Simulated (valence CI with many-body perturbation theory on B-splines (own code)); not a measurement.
# Energy levels of S III

Calculated by relativistic CI+MBPT: four valence electrons over a frozen Dirac-Fock core [Ne], a basis of 11 s, 11 p, 9 d, 7 f, 5 g, 2 h, 1 i functions for each j, with the one-electron correlation potential Σ1, the two-electron term Σ2, the three-electron term Σ3, Breit, model QED; selected CI, second order for the rest, scaled by the run's own slope (own B-spline code, finite nucleus).

Against 54 measured levels this calculation errs by 54 cm⁻¹ on average and by 185 at most. These come from a selection out of NIST levels in Podobedova, Kelleher and Wiese, J. Phys. Chem. Ref. Data 38, 171 (2009). Levels without a partner in it may be off by more. Among the levels kept, up to 400 cm⁻¹ of a level comes from second order outside the variational space, and about a tenth of that is noise between levels of different J, which matters for small intervals. 1 measured level below the end of the list, from 164141 cm⁻¹ on, found no clear computed partner, and computed levels of the same name lie up to 1724 cm⁻¹ from them.

Levels 1 to 45 of 77, with energies above the lowest level, 3s2.3p2 3P_0. "Leading %" is the weight of the configuration and term that name the level; weights of strongly mixed levels are sums over their largest components and can fall short. In the jj column 3d3/2^4 stands for four electrons in 3d with j = 3/2. Lifetimes count E1, E2, E3, M1 and M2 decay at the calculated energies, and are blank where another channel may lead or the interval is too uncertain; long ones can be off by a factor of two.

```tsv
No.	Configuration	Term	J	E (cm⁻¹)	Leading %	g	Leading jj	Lifetime
1	3s2.3p2	3P	0	0.0	94		3s^2 3p1/2^2 (65 %)	
2	3s2.3p2	3P	1	299	94	1.501	3s^2 3p1/2 3p3/2 (94 %)	2070 s
3	3s2.3p2	3P	2	836	94	1.500	3s^2 3p3/2^2 (60 %)	479 s
4	3s2.3p2	1D	2	11383	94	1.001	3s^2 3p1/2 3p3/2 (59 %)	11.1 s
5	3s2.3p2	1S	0	27291	92		3s^2 3p3/2^2 (64 %)	336 ms
6	3s.3p3	5S°	2	58508	98	2.002	3s 3p1/2 3p3/2^2 (54 %)	48.2 μs
7	3s.3p3	3D°	1	83930	81	0.499	3s 3p1/2 3p3/2^2 (36 %)	14.6 ns
8	3s.3p3	3D°	2	83958	81	1.167	3s 3p1/2 3p3/2^2 (54 %)	14.7 ns
9	3s.3p3	3D°	3	84010	81	1.334	3s 3p1/2 3p3/2^2 (81 %)	15.0 ns
10	3s.3p3	3P°	2	98726	78	1.499	3s 3p3/2^3 (40 %)	3.65 ns
11	3s.3p3	3P°	1	98746	79	1.500	3s 3p1/2 3p3/2^2 (53 %)	3.53 ns
12	3s.3p3	3P°	0	98753	79		3s 3p1/2 3p3/2^2 (79 %)	3.49 ns
13	3s2.3p.3d	1D°	2	104069	56	1.002	3s 3p1/2 3p3/2^2 (28 %)	7.17 ns
14	3s2.3p.3d	3F°	2	122070	94	0.666	3s^2 3p1/2 3d3/2 (70 %)	848 ns
15	3s2.3p.3d	3F°	3	122356	94	1.083	3s^2 3p3/2 3d3/2 (49 %)	615 ns
16	3s2.3p.3d	3F°	4	122751	94	1.250	3s^2 3p3/2 3d5/2 (94 %)	
17	3s.3p3	1P°	1	136971	58	1.109	3s 3p1/2^2 3p3/2 (34 %)	158 ps
18	3s.3p3	3S°	1	138195	82	1.893	3s 3p1/2 3p3/2^2 (48 %)	83.2 ps
19	3s2.3p.3d	3P°	0	143084	45		3s^2 3p3/2 3d3/2 (45 %)	92.8 ps
20	3s2.3p.3d	3P°	1	143106	49	1.498	3s^2 3p1/2 4s (25 %)	91.4 ps
21	3s2.3p.3d	3P°	2	143117	56	1.499	3s^2 3p1/2 3d5/2 (32 %)	89.5 ps
22	3s2.3p.4s	3P°	0	146758	54		3s^2 3p1/2 4s (54 %)	1.90 ns
23	3s2.3p.4s	3P°	1	146796	53	1.436	3s^2 3p1/2 4s (51 %)	993 ps
24	3s2.3p.4s	3P°	2	147200	61	1.461	3s^2 3p3/2 4s (61 %)	600 ps
25	3s2.3p.3d	3D°	1	147582	75	0.543	3s^2 3p3/2 3d3/2 (42 %)	74.5 ps
26	3s2.3p.3d	3D°	2	147724	69	1.208	3s^2 3p3/2 3d3/2 (44 %)	81.5 ps
27	3s2.3p.3d	3D°	3	147773	78	1.334	3s^2 3p3/2 3d5/2 (54 %)	72.3 ps
28	3s2.3p.4s	1P°	1	148434	84	1.025	3s^2 3p3/2 4s (74 %)	315 ps
29	3s.3p3	1D°	2	152105	54	1.001	3s 3p1/2 3p3/2^2 (42 %)	78.2 ps
30	3s2.3p.3d	1F°	3	157684	90	1.000	3s^2 3p3/2 3d3/2 (36 %)	74.1 ps
31	3s2.3p.3d	1P°	1	165865	59	1.000	3s^2 3p3/2 3d5/2 (36 %)	85.8 ps
32	3s2.3p.4p	1P	1	167529	90	0.991	3s^2 3p3/2 4p3/2 (41 %)	2.58 ns
33	3s2.3p.4p	3D	1	169760	90	0.514	3s^2 3p1/2 4p1/2 (56 %)	2.12 ns
34	3s2.3p.4p	3D	2	170058	92	1.168	3s^2 3p1/2 4p3/2 (54 %)	2.11 ns
35	3s2.3p.4p	3D	3	170636	92	1.334	3s^2 3p3/2 4p3/2 (92 %)	2.10 ns
36	3s2.3p.4p	3P	0	172574	90		3s^2 3p1/2 4p1/2 (64 %)	2.10 ns
37	3s2.3p.4p	3P	1	172735	85	1.521	3s^2 3p1/2 4p3/2 (54 %)	2.10 ns
38	3s2.3p.4p	3P	2	173137	89	1.497	3s^2 3p3/2 4p3/2 (54 %)	2.13 ns
39	3s2.3p.4p	3S	1	174038	88	1.976	3s^2 3p3/2 4p1/2 (42 %)	2.02 ns
40	3s2.3p.4p	1D	2	176959	91	1.002	3s^2 3p3/2 4p3/2 (36 %)	2.94 ns
41	3s.3p2.3d	3P	2	182299	56	1.500	3p1/2^2 3p3/2^2 (26 %)	2.07 ns
42	3s.3p2.3d	3P	1	182720	56	1.501	3p1/2 3p3/2^3 (37 %)	2.10 ns
43	3s2.3p.4p	1S	0	182756	88		3s^2 3p3/2 4p3/2 (62 %)	2.29 ns
44	3s.3p2.3d	3P	0	182922	55		3s 3p3/2^2 3d5/2 (38 %)	2.10 ns
45	3s.3p2.3d	5F	1	184291	96	-0.002	3s 3p1/2 3p3/2 3d3/2 (41 %)
```

Names give the largest LS component (configuration and term), which can be under half, so a name can repeat, a term be missing and a line seem to break the LS rules; names also repeat where a configuration has a term twice.

Where two levels of one J and parity lie close, their mixing, g and order are uncertain.

The ionisation energy to 3s2.3p 2P°_1/2 of the next ion comes out as 34.83 eV (NIST: 34.86 ± 0.04 eV (semi-empirical)). All 77 levels together are meant to be complete up to 213315 cm⁻¹.
